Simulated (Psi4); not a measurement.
C4H9ClSi, singlet, at a GFN2-xTB geometry, atoms displaced at random by about 0.08 Å a coordinate; R2SCAN/STO-3G, gradient in Psi4.

The Psi4 input:
```
memory 2 GB

molecule mol {
0 1
  C     2.537994    0.029313   -1.181203
  C     1.690449   -0.242434   -0.039202
  Si   -0.049025    0.120694   -0.151134
  C    -0.394983    1.912642    0.422490
  C    -1.179220   -0.324925   -1.604243
  Cl   -0.990337   -0.928831    1.507764
  H     2.053330    0.849328   -2.034126
  H     3.514753   -0.035157   -1.156392
  H     1.975712   -1.153656    0.256472
  H    -1.360645    2.350523    0.448360
  H     0.301559    2.648315   -0.395757
  H     0.249167    2.310580    1.330327
  H    -1.107418   -1.180536   -1.892136
  H    -2.200177   -0.023957   -1.566785
  H    -0.740700    0.284688   -2.615538
symmetry c1
no_reorient
no_com
}

set basis sto-3g
set reference rks

gradient('r2scan')
print_variables()
```

Task: Write the output that Psi4 gives for this input, abridged.

Result: 
```
gradient() will perform analytic gradient computation.

   => Loading Basis Set <=

    Name: STO-3G
    Role: ORBITAL
    Keyword: BASIS

         ---------------------------------------------------------
                                   SCF
               by Justin Turney, Rob Parrish, Andy Simmonett
                          and Daniel G. A. Smith
                              RKS Reference
         ---------------------------------------------------------

  ==> Geometry <==

    Molecular point group: c1
    Full point group: C1

    Geometry (in Angstrom), charge = 0, multiplicity = 1:

       Center              X                  Y                   Z               Mass
    ------------   -----------------  -----------------  -----------------  -----------------
         C            2.537994000000     0.029313000000    -1.181203000000    12.000000000000
         C            1.690449000000    -0.242434000000    -0.039202000000    12.000000000000
         SI          -0.049025000000     0.120694000000    -0.151134000000    27.976926534650
         C           -0.394983000000     1.912642000000     0.422490000000    12.000000000000
         C           -1.179220000000    -0.324925000000    -1.604243000000    12.000000000000
         CL          -0.990337000000    -0.928831000000     1.507764000000    34.968852682000
         H            2.053330000000     0.849328000000    -2.034126000000     1.007825032230
         H            3.514753000000    -0.035157000000    -1.156392000000     1.007825032230
         H            1.975712000000    -1.153656000000     0.256472000000     1.007825032230
         H           -1.360645000000     2.350523000000     0.448360000000     1.007825032230
         H            0.301559000000     2.648315000000    -0.395757000000     1.007825032230
         H            0.249167000000     2.310580000000     1.330327000000     1.007825032230
         H           -1.107418000000    -1.180536000000    -1.892136000000     1.007825032230
         H           -2.200177000000    -0.023957000000    -1.566785000000     1.007825032230
         H           -0.740700000000     0.284688000000    -2.615538000000     1.007825032230

  Running in c1 symmetry.

  Rotational constants: A =      0.08890  B =      0.05035  C =      0.04676 [cm^-1]
  Rotational constants: A =   2665.01023  B =   1509.42877  C =   1401.77145 [MHz]
  Nuclear repulsion =  352.566579667459052

  Charge       = 0
  Multiplicity = 1
  Electrons    = 64
  Nalpha       = 32
  Nbeta        = 32

  ==> Algorithm <==

  SCF Algorithm Type is DF.
  DIIS enabled.
  MOM disabled.
  Fractional occupation disabled.
  Guess Type is SAD.
  Energy threshold   = 1.00e-08
  Density threshold  = 1.00e-08
  Integral threshold = 1.00e-12

  ==> Primary Basis <==

  Basis Set: STO-3G
    Blend: STO-3G
    Number of shells: 31
    Number of basis functions: 47
    Number of Cartesian functions: 47
    Spherical Harmonics?: true
    Max angular momentum: 1

  ==> DFT Potential <==

   => LibXC <=

    Version 7.1.2
    S. Lehtola, C. Steigemann, M. J. T. Oliveira, and M. A. L. Marques,  SoftwareX 7, 1–5 (2018) (10.1016/j.softx.2017.11.002)

   => Composite Functional: R2SCAN <=

    r2SCAN Meta-GGA XC Functional  (0.1021/acs.jpclett.0c02405)
    J. W. Furness, A. D. Kaplan, J. Ning, J. P. Perdew, J. Sun  J. Phys. Chem. Lett.  11, 8208–8215, 2020

    Deriv               =              1
    GGA                 =           TRUE
    Meta                =           TRUE

    Exchange Hybrid     =          FALSE
    MP2 Hybrid          =          FALSE

   => Exchange Functionals <=

    1.0000   XC_MGGA_X_R2SCAN

   => Correlation Functionals <=

    1.0000   XC_MGGA_C_R2SCAN

   => LibXC Density Thresholds  <==

    XC_MGGA_C_R2SCAN:  1.00E-15
    XC_MGGA_X_R2SCAN:  1.00E-11

   => Molecular Quadrature <=

    Radial Scheme          =       TREUTLER
    Pruning Scheme         =           NONE
    Nuclear Scheme         =       TREUTLER

    Blocking Scheme        =         OCTREE
    BS radius alpha        =              1
    Pruning alpha          =              1
    Radial Points          =             75
    Spherical Points       =            302
    Total Points           =         315981
    Total Blocks           =           2393
    Max Points             =            256
    Max Functions          =             44
    Weights Tolerance      =       1.00E-15

   => Loading Basis Set <=

    Name: (STO-3G AUX)
    Role: JKFIT
    Keyword: DF_BASIS_SCF

  ==> Integral Setup <==

  SCF_SUBTYPE=INCORE selected. In-core MEM_DF algorithm will be used.
  Using in-core AOs.

  ==> MemDFJK: Density-Fitted J/K Matrices <==

    J tasked:                   Yes
    K tasked:                    No
    wK tasked:                   No
    Algorithm:                 Core
    Schwarz Cutoff:           1E-12
    Mask sparsity (%):       3.5310
    Fitting Condition:        1E-10

   => Auxiliary Basis Set <=

  Basis Set: (STO-3G AUX)
    Blend: DEF2-UNIVERSAL-JKFIT
    Number of shells: 230
    Number of basis functions: 718
    Number of Cartesian functions: 846
    Spherical Harmonics?: true
    Max angular momentum: 4

  Minimum eigenvalue in the overlap matrix is 1.8175116216E-01.
  Reciprocal condition number of the overlap matrix is 7.7363054484E-02.
    Using symmetric orthogonalization.

  ==> Pre-Iterations <==

  SCF Guess: Superposition of Atomic Densities via on-the-fly atomic UHF (no occupation information).

   -------------------------
    Irrep   Nso     Nmo
   -------------------------
     A         47      47
   -------------------------
    Total      47      47
   -------------------------

  ==> Iterations <==

                           Total Energy        Delta E     RMS |[F,P]|

   @DF-RKS iter SAD:  -894.09520254199595   -8.94095e+02   0.00000e+00
   @DF-RKS iter   1:  -896.98144356351077   -2.88624e+00   5.76829e-03 ADIIS/DIIS
[...]
  @DF-RKS Final Energy:  -897.04775329923655
    Total Energy =                       -897.0477532992365468
[...]
 Dipole Z            :         -4.1752011            2.7922385           -1.3829626
 Magnitude           :                                                    1.6965181

 ------------------------------------------------------------------------------------

         ------------------------------------------------------------
                                   SCF GRAD
                          Rob Parrish, Justin Turney,
                       Andy Simmonett, and Alex Sokolov
         ------------------------------------------------------------

  ==> Geometry <==

    Molecular point group: c1
    Full point group: C1

    Geometry (in Angstrom), charge = 0, multiplicity = 1:

       Center              X                  Y                   Z               Mass
    ------------   -----------------  -----------------  -----------------  -----------------
         C            2.537994000000     0.029313000000    -1.181203000000    12.000000000000
         C            1.690449000000    -0.242434000000    -0.039202000000    12.000000000000
         SI          -0.049025000000     0.120694000000    -0.151134000000    27.976926534650
         C           -0.394983000000     1.912642000000     0.422490000000    12.000000000000
         C           -1.179220000000    -0.324925000000    -1.604243000000    12.000000000000
         CL          -0.990337000000    -0.928831000000     1.507764000000    34.968852682000
         H            2.053330000000     0.849328000000    -2.034126000000     1.007825032230
         H            3.514753000000    -0.035157000000    -1.156392000000     1.007825032230
         H            1.975712000000    -1.153656000000     0.256472000000     1.007825032230
         H           -1.360645000000     2.350523000000     0.448360000000     1.007825032230
         H            0.301559000000     2.648315000000    -0.395757000000     1.007825032230
         H            0.249167000000     2.310580000000     1.330327000000     1.007825032230
         H           -1.107418000000    -1.180536000000    -1.892136000000     1.007825032230
         H           -2.200177000000    -0.023957000000    -1.566785000000     1.007825032230
         H           -0.740700000000     0.284688000000    -2.615538000000     1.007825032230

  Nuclear repulsion =  352.566579667459052

  ==> Basis Set <==

  Basis Set: STO-3G
    Blend: STO-3G
    Number of shells: 31
    Number of basis functions: 47
    Number of Cartesian functions: 47
    Spherical Harmonics?: true
    Max angular momentum: 1

  ==> DFJKGrad: Density-Fitted SCF Gradients <==

    Gradient:                    1
    J tasked:                  Yes
    K tasked:                   No
    wK tasked:                  No
    Integrals threads:           1
    Schwarz Cutoff:          1E-12
    Fitting Condition:       1E-10

   => Auxiliary Basis Set <=

  Basis Set: (STO-3G AUX)
    Blend: DEF2-UNIVERSAL-JKFIT
    Number of shells: 230
    Number of basis functions: 718
    Number of Cartesian functions: 846
    Spherical Harmonics?: true
    Max angular momentum: 4

  ==> DFT Potential <==

   => LibXC <=

    Version 7.1.2
    S. Lehtola, C. Steigemann, M. J. T. Oliveira, and M. A. L. Marques,  SoftwareX 7, 1–5 (2018) (10.1016/j.softx.2017.11.002)

   => Composite Functional: R2SCAN <=

    r2SCAN Meta-GGA XC Functional  (0.1021/acs.jpclett.0c02405)
    J. W. Furness, A. D. Kaplan, J. Ning, J. P. Perdew, J. Sun  J. Phys. Chem. Lett.  11, 8208–8215, 2020

    Deriv               =              1
    GGA                 =           TRUE
    Meta                =           TRUE

    Exchange Hybrid     =          FALSE
    MP2 Hybrid          =          FALSE

   => Exchange Functionals <=

    1.0000   XC_MGGA_X_R2SCAN

   => Correlation Functionals <=

    1.0000   XC_MGGA_C_R2SCAN

   => LibXC Density Thresholds  <==

    XC_MGGA_C_R2SCAN:  1.00E-15
    XC_MGGA_X_R2SCAN:  1.00E-11

   => Molecular Quadrature <=

    Radial Scheme          =       TREUTLER
    Pruning Scheme         =           NONE
    Nuclear Scheme         =       TREUTLER

    Blocking Scheme        =         OCTREE
    BS radius alpha        =              1
    Pruning alpha          =              1
    Radial Points          =             75
    Spherical Points       =            302
    Total Points           =         315981
    Total Blocks           =           2393
    Max Points             =            256
    Max Functions          =             44
    Weights Tolerance      =       1.00E-15

  -Total Gradient:
     Atom            X                  Y                   Z
    ------   -----------------  -----------------  -----------------
       1        0.227396962210    -0.097075831997    -0.010307694067
       2       -0.056023668788    -0.054860101893     0.147266620479
       3        0.087882493531    -0.024770159586    -0.046903969265
       4       -0.144390893100    -0.069884162801     0.039067003996
       5       -0.056167914205    -0.278293212925     0.013983165818
       6       -0.008245820248     0.001565361219     0.010120213798
       7       -0.043645737053     0.052898937949    -0.057491665328
       8       -0.134072045552     0.028175309602     0.005179296930
       9       -0.032816820638     0.083625970521    -0.071365193661
      10        0.032000082540    -0.002541588053    -0.000323772763
      11        0.057864219251     0.050543784735    -0.041383684690
      12        0.038917713646     0.035658652384     0.024597273162
      13       -0.017039702664     0.250797176163     0.069485112780
      14        0.021463396571    -0.008086428631    -0.015354049423
      15        0.027327898863     0.033455882251    -0.067803980424

  Variable Map:
  ----------------------------------------------------------------------------
[...]
  Array Variable Map:
  ----------------------------------------------------------------------------
[...]
[...]
```
